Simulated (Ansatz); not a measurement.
Basis-set extrapolation for C5H8O2S (`CC1=CCS(=O)(=O)C1`) (PBE0-D4/def2-TZVP geometry, frozen core, Ansatz). Multiplicity 1, RHF reference.

```json
{"": "HF", "def2-TZVPP": "-741.360442", "def2-QZVPP": "-741.389775"}
{"": "MP2 correlation", "def2-TZVPP": "-1.483484", "def2-QZVPP": "-1.592215"}
{"": "CCSD(T) correlation", "def2-TZVPP": "-1.590001", "def2-QZVPP": "not run"}
```

Energies in hartree. Use E(X) = E(∞) + A·exp(−7.88·√X) for Hartree–Fock and E(X) = E(∞) + B·X^(−2.97) for correlation, with X = 3 and 4, and add CCSD(T) minus MP2 of the smaller set to the MP2 limit.

Task: What is the CCSD(T) energy at the basis-set limit?

Result: HF limit: -741.389775 + (-0.029333) × 0.13774 = -741.39382. MP2 limit: -1.592215 + (-0.108731) × 0.74074 = -1.67276. Higher-order term: -1.590001 − (-1.483484) = -0.10652. Total: -743.17310 hartree, 584.6 kJ/mol below CCSD(T)/def2-TZVPP.
